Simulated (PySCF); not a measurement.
**Sound and unsound settings**

Molecule: `C#C/C(C=C)=C(/C)C#N`, C₈H₇N; geometry GFN2-xTB.

Cartesian coordinates in Å; atom numbers follow the order of the lines, from 1:
```xyz
16

C    -1.727    2.272    0.312
C    -1.037    1.296    0.193
C    -0.227    0.143    0.039
C    -0.884   -1.150   -0.034
C    -2.203   -1.312    0.023
C     1.123    0.297   -0.041
C     2.111   -0.819   -0.217
C     1.671    1.592    0.037
N     2.156    2.632    0.096
H    -2.319    3.131    0.417
H    -0.237   -2.009   -0.143
H    -2.869   -0.472    0.131
H    -2.654   -2.288   -0.036
H     1.934   -1.345   -1.155
H     3.124   -0.422   -0.232
H     2.032   -1.537    0.600
```

All runs: PySCF, non-relativistic, gas phase unless a solvent (IEF-PCM) is named; grid level 2, GIAOs and SCF threshold 1e-9 unless changed. The yardstick, PBE0/pcSseg-1, gives these isotropic shieldings σ (ppm, equivalent atoms averaged): C4 50.2, C5 53.3, C6 64.4, C2 104.3, H11 24.94, H12 25.23, H14/H15/H16 29.54.

Q: What do these inputs give? (1) PBE0/pcseg-1; (2) PBE0/IGLO-II; common gauge at [2, 0, 0]; max_cycle 50; (3) BHandHLYP/IGLO-II

A: 
```tsv
run	outcome	functions	wall time	C4	C5	C6	C2	H11	H12	H14/H15/H16
1	converged	161	19 s	60.9	64.5	72.0	118.0	25.16	25.32	29.66
2	converged	240	22 s	78.3	44.9	101.2	135.0	44.20	8.83	42.93
3	converged	240	26 s	52.9	55.9	64.9	111.1	25.63	25.95	30.20
```

Times are on 1 thread of an Arm Neoverse V2, shared host.

Q: Comment on the technical settings and failures.

A: 
- Run 2: The orbital basis differs from the yardstick's, which in itself moves the values. A common gauge origin replaces GIAOs; in a finite basis the shieldings then depend on that origin, the more so the further away the nucleus and the smaller the basis. The cycle limit changes the path of the SCF (12 cycles), not the solution, provided the same state is reached.

Run 2 was set up unsoundly or failed; its numbers aren't to be quoted as properties of the molecule.
